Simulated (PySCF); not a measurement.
Gas-phase equilibrium of 1 mol HF, 12 mol H2O at 800 K and 0.00133 bar, among 15 species (O2, F2, O, F, HO2, HOF, H2O, H, FO, H2O2, O3, HF, H2, F2O, OH). Only gases are allowed; each row takes one source of thermochemistry for all species, and Cantera finds the minimum.

Method: PySCF energies (xtb for GFN2) plus ideal-gas RRHO corrections (1 bar). Table values come from the NASA 1993 polynomials. † marks an energy on the PBE0/def2-TZVP geometry and frequencies; other levels use their own. MP2 freezes the core. 6-31G* has spherical d functions here. Open shells (unrestricted) among the columns below: O2 (multiplicity 3), O (multiplicity 3, electronic degeneracy 9), OH (multiplicity 2, electronic degeneracy 4); the rest are closed-shell singlets. GFN2 has no spin-polarisation term. Spin-orbit splitting is ignored; it lowers the true energy and changes the entropy of O, OH. B3LYP is the form with VWN-RPA correlation. MP2 isn't extrapolated to the basis-set limit. The harmonic model lacks anharmonicity and excited electronic states, which grow with temperature; levels with a mode under 35 cm⁻¹ are left out. The table's entry may be an old estimate for OH (not checked at source).

Molecules larger than those listed are left out. Also missing: (HF)n, which can matter at low temperature or high pressure. Table species left out: FO2, H2F2, H3F3, H4F4.

Mole fractions:

```json
[
 {"thermochemistry": "table", "x H2O": "0.92", "x HF": "0.077", "x H2": "1.5e-8", "x O": "<1e-12", "x OH": "1.9e-10", "x O2": "7.5e-9"},
 {"thermochemistry": "B3LYP/def2-TZVP†", "x H2O": "0.92", "x HF": "0.077", "x H2": "3.4e-7", "x O": "<1e-12", "x OH": "1.3e-9", "x O2": "1.7e-7"},
 {"thermochemistry": "GFN2-xTB", "x H2O": "0.92", "x HF": "0.077", "x H2": "2.0e-9", "x O": "<1e-12", "x OH": "<1e-12", "x O2": "<1e-12"},
 {"thermochemistry": "HF/6-31G*", "x H2O": "0.92", "x HF": "0.077", "x H2": "0.00054", "x O": "0.00037", "x OH": "0.00033", "x O2": "4.5e-9"},
 {"thermochemistry": "MP2/def2-SVP†", "x H2O": "0.92", "x HF": "0.077", "x H2": "2.2e-7", "x O": "<1e-12", "x OH": "1.7e-10", "x O2": "1.1e-7"},
 {"thermochemistry": "PBE/def2-TZVP†", "x H2O": "0.92", "x HF": "0.077", "x H2": "5.5e-7", "x O": "<1e-12", "x OH": "6.9e-11", "x O2": "2.8e-7"},
 {"thermochemistry": "PBE0/def2-TZVP", "x H2O": "0.92", "x HF": "0.077", "x H2": "1.6e-7", "x O": "<1e-12", "x OH": "6.8e-10", "x O2": "8.1e-8"}
]
```
The most sensitive of these is O: it spans a factor of 10^8.6 over these rows; at this temperature one factor of ten is RT ln 10 = 15 kJ/mol.
